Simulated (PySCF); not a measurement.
Job file and geometry (Å, from GFN2-xTB) of an NMR shielding run on SMILES [SiH2]([Si@@H](COC)CC#N)N, C$_{4}$H$_{12}$N$_{2}$OSi$_{2}$, GIAO PBE0/pcSseg-1 NMR shielding, non-relativistic, gas phase (PySCF 2.14.0, density-fitted response routines); density fitting, a coarse starting grid and PySCF grid level 2 are the driver's defaults:

```
$ OMP_NUM_THREADS=1 python probes_run.py task.json out

{"job": {"kind": "nmr", "xc": "PBE0", "basis": "pcSseg-1"}, "charge": 0, "multiplicity": 1}
C      3.499443     0.207110    -0.368932
O      2.149842     0.188806    -0.750530
C      1.270599     0.611577     0.271977
Si    -0.480417     0.393206    -0.455927
C     -0.515654    -1.458684    -1.011413
C     -0.325126    -2.308616     0.116871
N     -0.160669    -2.958197     1.046009
Si    -2.146443     0.839147     1.087777
N     -3.609401     0.640757     0.194293
H      3.679505    -0.464564     0.480129
H      3.815996     1.219847    -0.088354
H      4.077603    -0.130156    -1.227307
H      1.489982     1.650529     0.554450
H      1.414194    -0.002192     1.172655
H     -0.493173     1.139940    -1.731101
H      0.289536    -1.644904    -1.723711
H     -1.467457    -1.703613    -1.483516
H     -2.286967    -0.123667     2.181348
H     -1.992116     2.168538     1.718073
H     -3.733341     1.132858    -0.675970
H     -4.484856     0.619222     0.692708
```

Q: Write the output of this run.

A: 
```
coarse grid: 18248 points
cycle   1  E = -922.4707400297  dE =  8.769e-01  |g| = 7.482e-01  |ddm| = 4.091e+00
cycle   2  E = -922.2732376185  dE =  1.975e-01  |g| = 1.235e+00  |ddm| = 1.817e+00
cycle   3  E = -922.5822399834  dE = -3.090e-01  |g| = 2.090e-01  |ddm| = 1.199e+00
cycle   4  E = -922.5900417626  dE = -7.802e-03  |g| = 9.208e-02  |ddm| = 1.939e-01
cycle   5  E = -922.5917672434  dE = -1.725e-03  |g| = 1.923e-02  |ddm| = 8.004e-02
cycle   6  E = -922.5918402383  dE = -7.299e-05  |g| = 5.220e-03  |ddm| = 1.865e-02
cycle   7  E = -922.5918456933  dE = -5.455e-06  |g| = 1.346e-03  |ddm| = 5.101e-03
final grid: 166344 points
cycle   8  E = -922.6504074065  dE = -2.689e-05  |g| = 1.347e-02  |ddm| = 2.748e-02
cycle   9  E = -922.6503757204  dE =  3.169e-05  |g| = 1.890e-02  |ddm| = 2.196e-02
cycle  10  E = -922.6504421322  dE = -6.641e-05  |g| = 1.398e-03  |ddm| = 1.318e-02
cycle  11  E = -922.6504425570  dE = -4.248e-07  |g| = 2.234e-04  |ddm| = 1.520e-03
cycle  12  E = -922.6504425664  dE = -9.410e-09  |g| = 8.507e-05  |ddm| = 2.840e-04
cycle  13  E = -922.6504425677  dE = -1.286e-09  |g| = 3.660e-05  |ddm| = 8.804e-05
cycle  14  E = -922.6504425679  dE = -2.356e-10  |g| = 1.510e-05  |ddm| = 3.773e-05
converged SCF energy = -922.6504425679

GIAO shielding tensors (ppm)
atom      isotropic    diamagn.    paramagn.     s11        s22        s33       span
  0 C      121.600     243.015    -121.414     89.514     91.173    184.114     94.600
  1 O      328.130     400.959     -72.830    308.714    333.364    342.311     33.598
  2 C      124.631     255.933    -131.302     89.766     98.923    185.204     95.438
  3 Si     385.388     883.254    -497.866    339.571    399.325    417.266     77.695
  4 C      190.535     257.248     -66.712    180.276    182.522    208.807     28.531
  5 C       63.255     262.470    -199.216    -54.012    -48.070    291.847    345.859
  6 N      -26.464     342.114    -368.579   -200.768   -181.413    302.788    503.557
  7 Si     405.989     880.200    -474.211    355.083    383.346    479.539    124.456
  8 N      271.149     314.134     -42.986    229.968    267.104    316.375     86.407
  9 H       28.306      29.414      -1.108     24.326     26.273     34.318      9.992
 10 H       28.375      28.387      -0.011     24.562     25.802     34.762     10.199
 11 H       27.744      28.249      -0.505     23.552     24.926     34.755     11.202
 12 H       28.497      33.992      -5.495     24.520     28.012     32.958      8.438
 13 H       28.256      35.907      -7.651     25.069     27.997     31.703      6.634
 14 H       27.356      31.346      -3.990     24.114     25.481     32.472      8.358
 15 H       29.555      31.209      -1.654     25.508     27.159     35.997     10.489
 16 H       30.094      29.861       0.233     25.697     27.504     37.080     11.383
 17 H       26.505      30.559      -4.054     23.911     25.439     30.164      6.253
 18 H       26.636      29.839      -3.203     22.197     25.625     32.087      9.890
 19 H       32.215      30.681       1.534     24.355     29.317     42.973     18.618
 20 H       31.642      27.261       4.382     23.331     27.103     44.493     21.161
```

Q: Turn these shieldings into chemical shifts. δ = σ(ref) − σ, references computed at the same level: ¹³C (σref 186.93), ²⁹Si (σref 349.16), ¹H (σref 31.72) vs TMS; H2O for ¹⁷O (σref 336.08); NH3 for ¹⁵N (σref 267.73).

A: Averaging equivalent atoms: C 5: 123.7; C 0: 65.3; C 2: 62.3; C 4: -3.6; O 1: 7.9; Si 3: -36.2; Si 7: -56.8; N 6: 294.2; N 8: -3.4; H 17: 5.21; H 18: 5.08; H 14: 4.36; H 9/10/11: 3.58; H 13: 3.46; H 12: 3.22; H 15: 2.16; H 16: 1.62; H 19/20: -0.21 ppm. Experimental scales use liquid or dissolved standards, which lie at an offset from isolated NH3 (liquid NH3: subtract about 20 ppm) and H2O (liquid H2O: subtract about 36 ppm). Unscaled 15N shifts of sp2 nitrogen come out 20 to 40 ppm too high even then.

Size and cost of the density-fitted run: 227 basis functions, 83 s wall time on 1 thread of an Arm Neoverse N1, shared host; peak memory 1.1 GiB.
